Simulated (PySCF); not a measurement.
C5H6Se, SMILES C#C[C@H]1C[C@H]1[SeH].

Coordinates come from a PBE0-D3(BJ)/def2-SVP optimisation. The structure was generated by enumeration; whether it is a known compound was not checked. The values are those of a single conformer.

The numbers are results of PBE/def2-TZVP run with PySCF, not measurements.

The molecule is in vacuum.

Question: Estimate the frontier levels, gap, dipole moment and polarisability. (Estimate from the structure and the level; the computed values follow.)

Answer: 
The highest occupied level comes out as -5.39 eV and the lowest empty level comes out as -0.84 eV. The orbital gap is 4.55 eV and the dipole moment is 1.32 D. The quadrupole, principal values (traceless, Buckingham form, about the centre of nuclear charge) comes out as -6.88, -1.27, 8.15 D·Å and the mean static polarisability is 81.8 bohr³ (12.13 Å³). The polarisability, principal values is 63.1, 84.7, 97.7 bohr³.
